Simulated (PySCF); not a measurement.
These 2 structures share the formula C6H19N3Si. Computed with PBE0-D3(BJ)/def2-SVP geometry optimisation, gas phase in PySCF. One conformer each; no zero-point energy, no entropy. No frequencies were run at this level. Point groups hold within 0.08 Å.

Problem. Order them by energy at this level, lowest first, and give relative energies in kcal/mol.
A. `[CH3:1][N:2]([CH3:3])[SiH:4]([N:5]([CH3:6])[CH3:7])[N:8]([CH3:9])[CH3:10]` with C1–N2–Si4–N5 -170°, N2–Si4–N5–C6 -93°, N2–Si4–N8–C9 25°
B. `[H][Si](NCC)(NCC)NCC` (SiH(NHEt)3)

Solution. B (0.0), A (19.2).

| SMILES | E (Eh) | E rel (kcal/mol) | dipole (D) | point group | A, B, C (MHz) |
| --- | --- | --- | --- | --- | --- |
| [H][Si](NCC)(NCC)NCC | -692.93495 | 0.0 | 0.85 | near C3 | 831.7, 819.6, 459.0 |
| CN(C)[SiH](N(C)C)N(C)C | -692.90439 | 19.2 | 0.66 | C1 | 1117, 1070, 695.0 |

Problem. How do the relative energies change in single points at PBE0/pcSseg-1 (no added dispersion term) on the same geometries?

Solution. 
```tsv
SMILES	PBE0-D3(BJ)/def2-SVP (kcal/mol)	PBE0/pcSseg-1 (kcal/mol)	shift
[H][Si](NCC)(NCC)NCC	0.0	0.0	0.0
CN(C)[SiH](N(C)C)N(C)C	19.2	22.0	+2.8
```

Each column counts from its own lowest isomer. The order is unchanged; the largest shift is 2.8 kcal/mol.

Problem. As an exercise, what shares would exp(−E/RT) give at 2000 K from these electronic energies alone (no entropy, no degeneracies)?

Solution. RT = 3.974 kcal/mol: [H][Si](NCC)(NCC)NCC 99.2 %, CN(C)[SiH](N(C)C)N(C)C 0.8 %.
